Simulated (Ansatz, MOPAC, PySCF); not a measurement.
Complex: HF (SMILES F) (first 2 atoms) with H2 (SMILES [H][H]); geometry from B3LYP-D3(BJ)/def2-TZVP, rigid monomers moved along the line of their centres of mass till H2···H3 is 2.75 Å.
(charge 0, multiplicity 1):
```json
[
 {"atom": "F", "x (Å)": "0.0691", "y (Å)": "0.0916", "z (Å)": "-0.1267"},
 {"atom": "H", "x (Å)": "0.1090", "y (Å)": "0.0822", "z (Å)": "0.7990"},
 {"atom": "H", "x (Å)": "0.6025", "y (Å)": "0.0717", "z (Å)": "3.5057"},
 {"atom": "H", "x (Å)": "-0.1420", "y (Å)": "0.0333", "z (Å)": "3.5386"}
]
```

Interaction energies are E(AB) − E(A) − E(B) at the monomers' geometry in the complex; basis-set methods are counterpoise corrected. Rows marked so take none.

Frozen-core correlation. CBS: X⁻³ extrapolation of the correlation energy, Hartree–Fock from the larger set. Rows in 6-31G* carry no dispersion term and start afresh at each structure (6-31G* with six Cartesian d functions). The state that AM1, PM3 reach isn't checked.

The values were computed with Ansatz (Gaussian orbitals); MOPAC for AM1, PM3 (differences of heats of formation); PySCF for 6-31G* rows. Values without a source in brackets are computed.

| level | interaction energy (kJ/mol) |
|---|---|
| AM1 | -1.1 |
| PM3 | -2.7 |
| HF/aug-cc-pVQZ | -1.6 |
| BP86/6-31G* (no counterpoise) | ? |
| B3LYP/6-31G* | -1.1 |
| MP2/CBS(aug-cc-pVTZ, aug-cc-pVQZ) | -2.2 |
| SCS-MP2/aug-cc-pVQZ | -2.0 |
| CCSD/aug-cc-pVTZ | -2.1 |
| CCSD(T)/CBS(aug-cc-pVTZ, aug-cc-pVQZ) | -2.2 |

### Question
Complete the blanks.

### Answer

- BP86/6-31G* (no counterpoise), interaction energy (kJ/mol): -0.5

Ansatz is a program for electronic structure.
